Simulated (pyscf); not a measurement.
Single points on ωB97X-D3(BJ)/def2-SVP structures (PySCF, gas phase). Correlated levels are frozen-core, on RHF or UHF. ΔMP2 is the change of the MP2 total energy from the triple- to the quadruple-zeta basis.

Problem. How much does it cost (ΔH, 298 K, CCSD(T)/def2-TZVPP + ΔMP2(QZVPP)) to split F–CH₂–ZnH (SMILES F[CH2][ZnH]) at its C–Zn bond into •H₂C–F + ZnH•?

Solution. C–Zn to •H₂C–F + ZnH•: 68.5 kcal/mol. F–CH₂–ZnH lies 47.8 kcal/mol over its isomer H₃C–Zn–F, and others may lie lower still (electronic energy, ωB97M-D3(BJ)). The CCSD(T) − MP2 part came from Ansatz, without density fitting, on the same reference. The frozen core leaves the outer d or s,p core shells of the metals and heavy elements correlated in the MP2 and CC values, and def2-TZVPP describes them poorly, which can shift differences by a few kcal/mol. Elements up to Kr have no core potential and no relativistic terms here.
